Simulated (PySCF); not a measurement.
In(OH)(NH2)2, SMILES [NH2][In]([NH2])[OH] at its PBE0/def2-SVP optimised geometry (Å):

```
9

In    -0.1482     0.0162     0.0000
O     -1.1199    -1.6976     0.3692
H     -0.5242    -2.4252     0.5770
N     -1.3456     1.6539     0.0000
H     -2.3264     1.4508    -0.1767
H     -1.0645     2.4252    -0.5994
N      1.8892     0.0162     0.0000
H      2.3264     0.8216    -0.4415
H      2.3233    -0.8220    -0.3792
```

Level of theory: PBE0/def2-TZVP, def2 effective core potentials past Kr (PySCF). The core electrons that the potentials of In replace are not part of the density. Cells within 0.4 Å of a nucleus heavier than hydrogen are left out (blank, or x).

Map of the deformation density (molecule minus spherical neutral atoms) (e/bohr³) on the plane z = 0.0 Å:

```
|11111111111111111111111111111|
|11111111111111111111111111111|
|11111111111111111111111111111|
|11111111111111111111111111111|
|11111111111111111111111111111|
|11111111111111111111111111111|
|11111111112211111111111111111|
|11111111125411111111111111111|
|111110023xx311111111111111111|
|111110179xxx21111111111111111|
|1111000572x542111111000011111|
|11111001223431111111221011111|
|11111100112200011221463111111|
|1111111111110xx01342x52111111|
|1111111111100xx3035xxx1111111|
|1111111111100xx01331x62111111|
|11111111111100011221573111111|
|11111111112321111111221011111|
|11111111123442111111000011111|
|11111111248632111111100111111|
|11111111247432111111111111111|
|11111111222231111111111111111|
|11111111111110011111111111111|
|11111111111100111111111111111|
|11111111111111111111111111111|
|11111111111111111111111111111|
|11111111111111111111111111111|
|11111111111111111111111111111|
|11111111111111111111111111111|
```
Scale: ten equal steps from -0.016 (start of '0') to 0.083 (end of '9'), in the order '0123456789'; x runs from -4.50 to 4.50, y from -4.50 (bottom) to 4.50 (top).
